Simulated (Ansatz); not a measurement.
GaH2I (SMILES [GaH2][I]) moved off its minimum; all values from Ansatz (a quantum-chemistry and plane-wave program), cores frozen in correlated methods. Elements past Kr take the def2 small-core potentials, without spin–orbit coupling.
(charge 0, multiplicity 1)
```xyz
4

Ga    -0.8740    -1.1454     0.3022
H     -0.2959    -2.1817     1.3418
H     -2.2391    -1.4904    -0.6371
I      0.4178     0.7367    -0.0964
```

Task: Give the forces (eV/Å), the total energy and the dipole at CCSD(T)/def2-TZVPPD.

Result: 
```json
[
 {"atom": "Ga1", "Fx": "-2.435", "Fy": "-2.837", "Fz": "-0.333"},
 {"atom": "H2", "Fx": "-0.090", "Fy": "-0.041", "Fz": "0.129"},
 {"atom": "H3", "Fx": "0.951", "Fy": "0.363", "Fz": "0.735"},
 {"atom": "I4", "Fx": "1.574", "Fy": "2.514", "Fz": "-0.531"}
]
```
Energy -2221.3619 hartree, dipole 0.38 D.
